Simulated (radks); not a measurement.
Problem. The mean radii <r> (bohr) of the occupied orbitals of an atom or ion are listed with their occupations. All-electron calculation, scalar-relativistic Kohn-Sham, Slater X-alpha with alpha = 0.676, spin-polarised, spherical densities, point nucleus. Program: a radial shooting solver on a logarithmic mesh with Libxc functionals.

| orbital | occ. | <r> |
|---|---|---|
| 1s up | 1 | 0.04413 |
| 1s down | 1 | 0.04413 |
| 2s up | 1 | 0.1962 |
| 2s down | 1 | 0.1961 |
| 2p up | 3 | 0.1712 |
| 2p down | 3 | 0.1711 |
| 3s up | 1 | 0.5677 |
| 3s down | 1 | 0.5683 |
| 3p up | 3 | 0.5785 |
| 3p down | 3 | 0.5793 |
| 3d up | 5 | 0.5914 |
| 3d down | 4 | 0.5935 |

Name the element and its charge. Open shells, if any, are filled with parallel spins first.

Solution. Z = 34, selenium, charge +7: Se7+ in [Ar] 3d9. The 1s radius gives Z: for a bare nucleus <r> = (2 gamma + 1)/(2Z) with gamma = sqrt(1 - (Z/c)^2), 0.0432 bohr for Z = 34, and screening makes it slightly larger (0.04413 here). The occupations add up to 27, and the charge is Z minus that.
